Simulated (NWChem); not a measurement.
System: C$_{3}$H$_{6}$O$_{2}$; SMILES COCC=O

The following NWChem deck was run.

```
start job
memory heap 200 mb stack 900 mb global 1100 mb
geometry units angstroms noautoz
  C     -0.711165    -1.801086     0.151957
  O      0.493851    -1.208846    -0.301580
  C      0.736143     0.055385     0.270036
  C     -0.100550     1.159248    -0.370635
  O     -0.287656     2.242775     0.133034
  H     -0.692972    -1.962884     1.240898
  H     -0.800249    -2.766160    -0.352231
  H     -1.594029    -1.190020    -0.092676
  H      1.792445     0.290705     0.080914
  H      0.583235     0.068162     1.360767
  H     -0.502976     0.895494    -1.375638
end
basis spherical
  * library def2-tzvp
end
dft
  xc xctpssh
  iterations 150
  semidirect filesize 400000000
  mulliken
end
task dft energy
```

Excerpt of the output:

```
             Northwest Computational Chemistry Package (NWChem) 7.3.0
             --------------------------------------------------------

 C1  symmetry detected

                             Geometry "geometry" -> ""
                             -------------------------

 Output coordinates in angstroms (scale by  1.889725989 to convert to a.u.)

  No.       Tag          Charge          X              Y              Z
 ---- ---------------- ---------- -------------- -------------- --------------
    1 C                    6.0000    -0.71119548    -1.80403555     0.14513326
    2 O                    8.0000     0.49985306    -1.21044852    -0.29020967
    3 C                    6.0000     0.73238897     0.05378784     0.28543236
    4 C                    6.0000    -0.09576078     1.15709656    -0.36718230
    5 O                    8.0000    -0.29138909     2.24024063     0.13406649
    6 H                    1.0000    -0.70903659    -1.96625099     1.23416199
    7 H                    1.0000    -0.79183412    -2.76899376    -0.36069515
    8 H                    1.0000    -1.59091936    -1.19372650    -0.11236346
    9 H                    1.0000     1.79115636     0.29020549     0.11212668
   10 H                    1.0000     0.56326928     0.06598101     1.37377426
   11 H                    1.0000    -0.48294365     0.89335486    -1.37815887

 Effective nuclear repulsion energy (a.u.)     174.4889694776

                                 NWChem DFT Module
                                 -----------------

 Summary of "ao basis" -> "ao basis" (spherical)
 ------------------------------------------------------------------------------
       Tag                 Description            Shells   Functions and Types
 ---------------- ------------------------------  ------  ---------------------
 C                         def2-tzvp                11       31   5s3p2d1f
 O                         def2-tzvp                11       31   5s3p2d1f
 H                         def2-tzvp                 4        6   3s1p

            General Information
            -------------------
          SCF calculation type: DFT
          Wavefunction type:  closed shell.
          No. of atoms     :    11
          No. of electrons :    40
           Alpha electrons :    20
            Beta electrons :    20
          Charge           :     0
          Spin multiplicity:     1
          Use of symmetry is: off; symmetry adaption is: off
          Maximum number of iterations: 150
          AO basis - number of functions:   191
                     number of shells:    79
          Convergence on energy requested:  1.00D-06
          Convergence on density requested:  1.00D-05
          Convergence on gradient requested:  5.00D-04

              XC Information
              --------------
                  TPSS hybrid Method XC Functional
                     Hartree-Fock (Exact) Exchange  0.100
                  TPSS metaGGA Exchange Functional  0.900
             TPSS03 metaGGA Correlation Functional  1.000

             Grid Information
             ----------------
          Grid used for XC integration:  medium
          Radial quadrature: Mura-Knowles
          Angular quadrature: Lebedev.
          Tag              B.-S. Rad. Rad. Pts. Rad. Cut. Ang. Pts.
          ---              ---------- --------- --------- ---------
          C                   0.70       49          11.0       434
          O                   0.60       49          13.0       434
          H                   0.35       45          11.0       434
          Grid pruning is: on
          Number of quadrature shells:   515
          Spatial weights used:  Erf1

      Superposition of Atomic Density Guess
      -------------------------------------

 Sum of atomic energies:        -265.58145431

      Non-variational initial energy
      ------------------------------

 Total energy =    -268.084496
 1-e energy   =    -706.681346
 2-e energy   =     264.107880
 HOMO         =      -0.302860
 LUMO         =      -0.035228

------------------------------------------------------------
EAF file 0: "./job.aoints.0" size=738197504 bytes
------------------------------------------------------------
               write      read    awrite     aread      wait
               -----      ----    ------     -----      ----
     calls:     1408         0         0         0         0
   data(b): 7.38e+08  0.00e+00  0.00e+00  0.00e+00
   time(s): 0.00e+00  0.00e+00  0.00e+00  0.00e+00  0.00e+00
rate(mb/s): 0.00e+00  0.00e+00
------------------------------------------------------------

     ---------------------------------------------
      Total Density - Mulliken Population Analysis
     ---------------------------------------------

    Atom       Charge   Shell Charges
 -----------   ------   -------------------------------------------------------
    1 C    6     6.18   0.86  1.12  0.54  0.65  0.13  1.14  1.27  0.38  0.02  0.06  0.01
    2 O    8     8.49   0.79  1.18  0.59  0.95  0.24  1.93  2.11  0.67  0.00  0.03  0.00
    3 C    6     5.98   0.86  1.12  0.54  0.65  0.08  1.11  1.22  0.29  0.02  0.08  0.01
    4 C    6     5.42   0.86  1.12  0.55  0.61  0.14  0.94  0.88  0.18  0.04  0.08  0.01
    5 O    8     8.74   0.79  1.18  0.61  0.96  0.29  2.00  2.10  0.78  0.00  0.02  0.00
    6 H    1     0.86   0.25  0.45  0.14  0.02
    7 H    1     0.85   0.25  0.46  0.13  0.02
    8 H    1     0.86   0.25  0.45  0.14  0.02
    9 H    1     0.84   0.24  0.45  0.14  0.02
   10 H    1     0.87   0.24  0.45  0.16  0.02
   11 H    1     0.91   0.24  0.47  0.18  0.02

   convergence    iter        energy       DeltaE   RMS-Dens  Diis-err
 ---------------- ----- ----------------- --------- --------- ---------
 d= 0,ls=0.0,diis     1   -268.3200248420 -4.43D+02  1.06D-02  1.22D+00
 d= 0,ls=0.0,diis     2   -267.8629012069  4.57D-01  8.44D-03  5.92D+00
 d= 0,ls=0.0,diis     3   -268.4496979499 -5.87D-01  1.61D-03  8.64D-02
 d= 0,ls=0.0,diis     4   -268.4523234453 -2.63D-03  7.64D-04  5.82D-02
 d= 0,ls=0.0,diis     5   -268.4572926051 -4.97D-03  1.56D-04  2.00D-03
  Resetting Diis
 d= 0,ls=0.0,diis     6   -268.4574552243 -1.63D-04  5.09D-05  1.22D-04
 d= 0,ls=0.0,diis     7   -268.4574699545 -1.47D-05  9.60D-06  2.11D-06
 d= 0,ls=0.0,diis     8   -268.4574696152  3.39D-07  6.96D-06  5.74D-06

         Total DFT energy =     -268.457469615227
      One electron energy =     -710.534029578524
           Coulomb energy =      303.301230327092
    Exchange-Corr. energy =      -35.713639841403
 Nuclear repulsion energy =      174.488969477608

 Numeric. integr. density =       40.000001395819

                       DFT Final Molecular Orbital Analysis
                       ------------------------------------

 Vector   18  Occ=2.000000D+00  E=-3.247136D-01
              MO Center=  2.8D-01, -8.0D-01, -6.8D-02, r^2= 2.8D+00
   Bfn.  Coefficient  Atom+Function         Bfn.  Coefficient  Atom+Function
  ----- ------------  ---------------      ----- ------------  ---------------
    37      0.235129   2 O  px               40      0.196286   2 O  px
    39     -0.183419   2 O  pz               42     -0.151566   2 O  pz
    38     -0.149542   2 O  py                6     -0.135547   1 C  px
    70      0.134110   3 C  pz               35      0.131660   2 O  s
    36      0.131282   2 O  s                43      0.129356   2 O  px

 Vector   19  Occ=2.000000D+00  E=-2.809371D-01
              MO Center=  5.4D-02, -3.2D-01, -4.3D-02, r^2= 3.5D+00
   Bfn.  Coefficient  Atom+Function         Bfn.  Coefficient  Atom+Function
  ----- ------------  ---------------      ----- ------------  ---------------
    39      0.319951   2 O  pz               42      0.269861   2 O  pz
   132      0.214146   5 O  pz               45      0.198050   2 O  pz
   135      0.176662   5 O  pz               37      0.134030   2 O  px
    98      0.127273   4 C  s               138      0.122589   5 O  pz
   157     -0.120783   6 H  s                67     -0.118041   3 C  s

 Vector   20  Occ=2.000000D+00  E=-2.386060D-01
              MO Center= -2.7D-02,  8.5D-01, -8.8D-02, r^2= 3.4D+00
   Bfn.  Coefficient  Atom+Function         Bfn.  Coefficient  Atom+Function
  ----- ------------  ---------------      ----- ------------  ---------------
    67      0.306683   3 C  s               132     -0.269309   5 O  pz
   135     -0.223881   5 O  pz              188     -0.195364  11 H  s
   130     -0.178232   5 O  px              138     -0.164860   5 O  pz
   133     -0.148243   5 O  px              187     -0.142396  11 H  s
    38     -0.139773   2 O  py               37      0.138377   2 O  px

 Vector   21  Occ=0.000000D+00  E=-5.948100D-02
              MO Center= -8.1D-02,  1.3D+00, -1.9D-01, r^2= 2.1D+00
   Bfn.  Coefficient  Atom+Function         Bfn.  Coefficient  Atom+Function
  ----- ------------  ---------------      ----- ------------  ---------------
   105      0.318659   4 C  px              102      0.311354   4 C  px
    99      0.296659   4 C  px              176     -0.294887   9 H  s
   136     -0.292463   5 O  px              182      0.271915  10 H  s
   130     -0.262366   5 O  px              133     -0.213214   5 O  px
   106      0.182913   4 C  py              107     -0.160693   4 C  pz

 Vector   22  Occ=0.000000D+00  E= 4.071550D-02
              MO Center= -2.3D-01, -1.1D+00,  7.2D-01, r^2= 6.7D+00
   Bfn.  Coefficient  Atom+Function         Bfn.  Coefficient  Atom+Function
  ----- ------------  ---------------      ----- ------------  ---------------
     5      2.818476   1 C  s                67      2.760209   3 C  s
   182     -1.519496  10 H  s               158     -1.444163   6 H  s
   170     -1.237791   8 H  s               164     -1.215901   7 H  s
    98     -1.073083   4 C  s               176     -0.908956   9 H  s
    75      0.765816   3 C  py              107     -0.684453   4 C  pz

 Vector   23  Occ=0.000000D+00  E= 5.816277D-02
              MO Center= -7.2D-01, -6.0D-01, -2.3D-01, r^2= 6.8D+00
   Bfn.  Coefficient  Atom+Function         Bfn.  Coefficient  Atom+Function
  ----- ------------  ---------------      ----- ------------  ---------------
    67     -2.658575   3 C  s                 5      2.547913   1 C  s
    98      1.950277   4 C  s               170     -1.463743   8 H  s
   188     -1.342099  11 H  s                36     -0.972368   2 O  s
   182      0.888722  10 H  s               106     -0.817579   4 C  py
   176      0.707008   9 H  s               158     -0.663121   6 H  s

------------------------------------------------------------
EAF file 0: "./job.aoints.0" size=965738496 bytes
------------------------------------------------------------
               write      read    awrite     aread      wait
               -----      ----    ------     -----      ----
     calls:     1842         7         0     12887     12887
   data(b): 9.66e+08  3.67e+06  0.00e+00  6.76e+09
   time(s): 0.00e+00  0.00e+00  0.00e+00  0.00e+00  0.00e+00
rate(mb/s): 0.00e+00  0.00e+00
------------------------------------------------------------

     ---------------------------------------------
      Total Density - Mulliken Population Analysis
     ---------------------------------------------

    Atom       Charge   Shell Charges
 -----------   ------   -------------------------------------------------------
    1 C    6     6.22   0.86  1.12  0.52  0.65  0.09  1.28  1.25  0.34  0.03  0.08  0.01
    2 O    8     8.30   0.79  1.18  0.59  0.93  0.30  1.89  1.92  0.67  0.00  0.04  0.00
    3 C    6     5.95   0.86  1.12  0.52  0.65 -0.06  1.28  1.21  0.23  0.03  0.10  0.01
    4 C    6     5.95   0.86  1.12  0.55  0.60  0.13  1.24  1.05  0.22  0.04  0.13  0.01
    5 O    8     8.25   0.79  1.18  0.61  0.91  0.32  1.87  1.80  0.73  0.00  0.03  0.00
    6 H    1     0.88   0.28  0.48  0.11  0.02
    7 H    1     0.86   0.28  0.48  0.09  0.02
    8 H    1     0.88   0.28  0.48  0.11  0.02
    9 H    1     0.87   0.27  0.48  0.10  0.02
   10 H    1     0.91   0.27  0.48  0.13  0.02
   11 H    1     0.92   0.27  0.48  0.15  0.02

     -------------------------------------------
      Total Density - Lowdin Population Analysis
     -------------------------------------------

    Atom       Charge   Shell Charges
 -----------   ------   -------------------------------------------------------
    1 C    6     6.35   0.91  1.04  0.39  0.36  0.17  1.11  1.35  0.56  0.03  0.37  0.06
    2 O    8     7.86   0.87  1.09  0.52  0.54  0.27  1.74  1.86  0.85  0.00  0.11  0.01
    3 C    6     6.32   0.91  1.04  0.37  0.33  0.17  1.11  1.31  0.51  0.04  0.47  0.07
    4 C    6     6.29   0.92  1.04  0.39  0.34  0.18  1.07  1.17  0.47  0.06  0.57  0.09
    5 O    8     7.88   0.87  1.09  0.53  0.59  0.34  1.71  1.81  0.87  0.00  0.07  0.01
    6 H    1     0.90   0.26  0.41  0.17  0.06
    7 H    1     0.89   0.26  0.41  0.16  0.06
    8 H    1     0.90   0.26  0.41  0.17  0.06
    9 H    1     0.85   0.26  0.39  0.15  0.06
   10 H    1     0.87   0.26  0.39  0.16  0.06
   11 H    1     0.89   0.26  0.40  0.18  0.06

     Multipole analysis of the density
     ---------------------------------

     L   x y z        total         alpha         beta         nuclear
     -   - - -        -----         -----         ----         -------
     0   0 0 0     -0.000000    -20.000000    -20.000000     40.000000

     1   1 0 0     -0.078730     -0.039365     -0.039365      0.000000
     1   0 1 0     -0.817752     -0.408876     -0.408876      0.000000
     1   0 0 1      0.037400      0.018700      0.018700     -0.000000

     2   2 0 0    -21.597640    -40.091847    -40.091847     58.586054
     2   1 1 0      2.899591     -3.582585     -3.582585     10.064761
     2   1 0 1      0.522976     -0.814197     -0.814197      2.151370
     2   0 2 0    -27.385201   -180.271818   -180.271818    333.158434
     2   0 1 1     -1.724108      1.310597      1.310597     -4.345302
     2   0 0 2    -22.096673    -24.808978    -24.808978     27.521282
```

Level: TPSSh/def2-TZVP. Geometry: optimised at B3LYP/6-31G* (spherical d).
